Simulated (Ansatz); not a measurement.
BFH5NSi (`N[SiH2]BF`) at its PBE0-D4/def2-TZVP geometry, where that method's forces vanish. Charge 0, multiplicity 1.

```tsv
atom	x (Å)	y (Å)	z (Å)
N1	-1.287	0.587	0.640
Si2	0.119	-0.403	0.524
B3	0.923	-0.125	-1.324
F4	1.866	-0.944	-1.761
H5	-1.874	0.550	1.458
H6	-1.266	1.520	0.260
H7	-0.287	-1.820	0.739
H8	1.191	-0.130	1.539
H9	0.615	0.765	-2.076
```

(1) For each bond, give half the difference of the two atoms' forces along it (eV/Å; positive pushes the atoms apart) under PBE-D4, r2SCAN-D4, B3LYP-D4, ωB97M-V in def2-TZVPP. (Best estimate.)

## Answers

(1) Computed: 
```csv
bond,length (Å),PBE-D4,r2SCAN-D4,B3LYP-D4,ωB97M-V
N1–Si2,1.724,0.09,0.01,0.13,0.14
N1–H5,1.007,0.20,0.02,-0.01,-0.03
N1–H6,1.007,0.20,0.02,-0.01,-0.03
Si2–B3,2.034,-0.23,-0.06,-0.02,-0.05
Si2–H7,1.490,0.09,-0.01,-0.10,-0.15
Si2–H8,1.501,0.07,0.00,-0.09,-0.15
B3–F4,1.323,0.48,0.18,0.22,0.26
B3–H9,1.206,0.03,-0.03,-0.15,-0.17
```

B3LYP here is the variant with VWN-RPA as its local correlation; programs differ in this.
